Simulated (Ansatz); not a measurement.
Gas-phase electronic energies from Ansatz, PBE0-D4/def2-TZVP geometries. CBS: MP2 limit from def2 TZ/QZ plus the TZ coupled-cluster correction, frozen cores. This one scheme is used for every species. For Ge outer-core shells are correlated without core-valence functions, which leaves a few kJ/mol of doubt a bond. Scalar relativity is left out up to krypton. One conformer a species, not always the lowest.

Reaction (formal exchange of groups at a Ge–Cl bond): `[F][GeH2][Cl]` + `C[SiH3]` → `[F][GeH2][CH2][SiH3]` + HCl

| species | CCSD(T)/CBS(def2) energy (Eh) |
| --- | --- |
| `[F][GeH2][Cl]` | -2636.95386 |
| `C[SiH3]` | -330.73916 |
| `[F][GeH2][CH2][SiH3]` | -2507.28388 |
| HCl | -460.38127 |

(1) Work out ΔE.

Largest T1 diagnostic among the species: 0.011.

Answers

(1) ΔE = (-2507.28388) + (-460.38127) − (-2636.95386) − (-330.73916) = 0.02787 Eh = +73.2 kJ/mol.

The D4 term adds −6.6 kJ/mol with B3LYP and −3.8 kJ/mol with PBE0; it sums over pairs of atoms, weighted by their polarisabilities, and B3LYP, whose exchange is more repulsive, gets the larger term. In def2-TZVPP, CCSD(T) changes the Hartree–Fock value by −23.7 kJ/mol (the triples alone add −1.6 kJ/mol) and MP2 by −22.4 kJ/mol.

B3LYP here is the variant with VWN-RPA as its local correlation; programs differ in this.
